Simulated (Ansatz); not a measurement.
Reaction (redistribution): `[OH][GeH2][I]` + `[OH][Hf]([OH])([OH])[I]` → `[I][GeH2][I]` + `[OH][Hf]([OH])([OH])[OH]`

Isolated molecules relaxed with PBE0-D4/def2-TZVP in Ansatz; ΔE leaves out vibrations. CBS: MP2 limit from def2 TZ/QZ plus the TZ coupled-cluster correction, frozen cores. Functionals use def2-TZVPP. Elements past krypton have def2 core potentials. For Ge, Hf, I outer-core shells are correlated without core-valence functions, which leaves a few kJ/mol of doubt a bond. Scalar relativity is left out up to krypton. One conformer a species, not always the lowest.

`[OH][GeH2][I]`:

```xyz
6

O    -0.541   -1.338    0.003
Ge   -0.076    0.347    0.274
I     0.706    1.364   -1.892
H     0.167   -1.867   -0.374
H     1.099    0.447    1.257
H    -1.355    1.046    0.732
```

`[OH][Hf]([OH])([OH])[I]`:

Cartesian coordinates in Å:
```
O 1.748 0.050 -0.575
Hf 0.028 -0.137 0.238
O -0.715 1.587 0.597
O -1.136 -1.120 -0.918
I 0.301 -1.510 2.615
H 2.459 -0.061 -1.197
H -0.781 2.534 0.674
H -1.904 -1.343 -1.434
```

`[I][GeH2][I]`:

```xyz
5

I    -1.592    1.740    0.298
Ge    0.113   -0.023   -0.206
I     0.448   -1.508    1.783
H     1.443    0.671   -0.514
H    -0.411   -0.880   -1.361
```

`[OH][Hf]([OH])([OH])[OH]`:

```xyz
9

O    -1.934    0.061    0.036
Hf    0.000    0.000    0.000
O     0.703    1.152    1.386
O     0.641    0.605   -1.723
O     0.589   -1.818    0.300
H    -2.813   -0.295   -0.025
H     0.676    1.648    2.197
H     0.999    1.231   -2.342
H     1.138   -2.584    0.170
```

| level | ΔE (kJ/mol) |
| --- | --- |
| r2SCAN-D4 | -11.2 |
| revPBE | -16.3 |
| PBE0 | -13.9 |
| CCSD/def2-SVP | -16.7 |

(1) What does CCSD(T)/CBS give? (An estimate is asked.)

(2) What do rigid-rotor, harmonic-oscillator terms from PBE0-D4/def2-TZVP frequencies (298.15 K, 1 bar) make of the CCSD(T)/CBS value? (Estimate.)

Largest T1 diagnostic among the species: 0.015.

Results:

(1) The calculation gave: -15.6 kJ/mol. The listed levels differ from it by 4.4, -0.7, 1.7, -1.1 kJ/mol.

(2) The calculation gave: ΔZPE = -6.7 kJ/mol, ΔH = -19.4 kJ/mol, ΔS = 23 J/(mol·K), ΔG = -26.3 kJ/mol.

In def2-TZVPP, CCSD(T) changes the Hartree–Fock value by −3.5 kJ/mol (the triples alone add +1.9 kJ/mol) and MP2 by −3.3 kJ/mol. Leaving LDA and LC-ωPBE aside and taking each functional with its dispersion term where it has one, the values, not all of them listed here, spread over 14.1 kJ/mol, from BLYP-D4 to PBE-QIDH. From BLYP to BHLYP (50 % exact exchange), in def2-TZVPP and without D4, ΔE moves by +6.4 kJ/mol.
